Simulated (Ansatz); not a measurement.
Mulliken charges of CH4N2SSi (`N=C1N[SiH2]S1`) from PBE/def2-TZVPP in Ansatz (PBE0-D4/def2-TZVP geometry).

| atom | x (Å) | y (Å) | z (Å) | charge (e) |
| --- | --- | --- | --- | --- |
| N1 | -0.810 | 1.686 | 1.127 | -0.239 |
| C2 | -0.480 | 0.656 | 0.492 | 0.114 |
| N3 | 0.765 | 0.382 | -0.035 | -0.233 |
| Si4 | 0.489 | -1.169 | -0.753 | 0.369 |
| S5 | -1.463 | -0.817 | 0.034 | -0.223 |
| H6 | -1.779 | 1.678 | 1.423 | 0.164 |
| H7 | 1.508 | 1.052 | 0.082 | 0.150 |
| H8 | 1.250 | -2.294 | -0.159 | -0.051 |
| H9 | 0.609 | -1.221 | -2.229 | -0.051 |

Problem. By hand: the dipole of these point charges (1 e Å = 4.8032 D).

Solution. Σ q r = (0.307, -0.054, -0.123) e Å, of length 0.335 e Å = 1.61 D.

Problem. How does the dipole of the full density compare? (Estimate.)

Solution. Computed: (0.289, -0.238, -0.213) e Å, 2.07 D; the point charges give 0.78 times that, at 28° from its direction.

Point charges leave out the atoms' own dipoles, such as those of lone pairs, and Mulliken's split depends on the basis, so the two needn't agree.
